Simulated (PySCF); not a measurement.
ClH₂Si, SMILES [SiH2]Cl (connectivity only; charge and spin as stated), charge +1, multiplicity 1. Atoms are numbered in the order given.

```xyz
4

Si     0.0000     0.0000    -0.9647
Cl     0.0000     0.0000     0.9896
H      0.0000    -1.2911    -1.6590
H      0.0000     1.2911    -1.6590
```
Charge +1, spin multiplicity 1.

Geometry: B3LYP-D3(BJ)/def2-TZVP. The multiplicity is an assumed one; other spin states were not compared. The isomer is the one that the SMILES or the coordinates give; other isomers of the formula were not compared.

Computed with SMD-PBE0/6-31G* (PySCF).

Solvation free energies are E(SMD) − E(gas) at the gas-phase geometry, for 1 M in both phases.

Computed solvation free energies in water, toluene, 2-propanol:
```json
[
 {"solvent": "water", "ΔG(solv) (kcal/mol)": "-62.3", "its non-electrostatic (CDS) part": "1.4"},
 {"solvent": "toluene", "ΔG(solv) (kcal/mol)": "-38.3", "its non-electrostatic (CDS) part": "-1.4"},
 {"solvent": "2-propanol", "ΔG(solv) (kcal/mol)": "-62.4", "its non-electrostatic (CDS) part": "-1.3"}
]
```
